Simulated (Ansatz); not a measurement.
Mulliken charges of `F[P+](F)(F)[Al-]([Cl])([Cl])[Cl]` from r2SCAN/def2-TZVPP in Ansatz (PBE0-D4/def2-TZVP geometry).

```json
{"atom": "F1", "x (Å)": "1.039", "y (Å)": "-1.139", "z (Å)": "1.650", "charge (e)": "-0.184"}
{"atom": "P2", "x (Å)": "0.838", "y (Å)": "-0.668", "z (Å)": "0.196", "charge (e)": "0.801"}
{"atom": "F3", "x (Å)": "0.853", "y (Å)": "-2.019", "z (Å)": "-0.547", "charge (e)": "-0.184"}
{"atom": "F4", "x (Å)": "2.251", "y (Å)": "-0.145", "z (Å)": "-0.134", "charge (e)": "-0.184"}
{"atom": "Al5", "x (Å)": "-1.098", "y (Å)": "0.876", "z (Å)": "-0.257", "charge (e)": "0.492"}
{"atom": "Cl6", "x (Å)": "-0.491", "y (Å)": "2.425", "z (Å)": "1.015", "charge (e)": "-0.247"}
{"atom": "Cl7", "x (Å)": "-0.780", "y (Å)": "1.089", "z (Å)": "-2.316", "charge (e)": "-0.247"}
{"atom": "Cl8", "x (Å)": "-2.612", "y (Å)": "-0.418", "z (Å)": "0.393", "charge (e)": "-0.247"}
```

Problem. By hand: the dipole of these point charges (1 e Å = 4.8032 D).

Solution. Σ q r = (0.328, -0.261, 0.077) e Å, of length 0.426 e Å = 2.05 D.

Problem. How does the dipole of the full density compare? (Best estimate.)

Solution. Ansatz gave: (0.451, -0.360, 0.105) e Å, 2.82 D; the point charges give 0.73 times that, at 0° from its direction.

Point charges leave out the atoms' own dipoles, such as those of lone pairs, and Mulliken's split depends on the basis, so the two needn't agree.
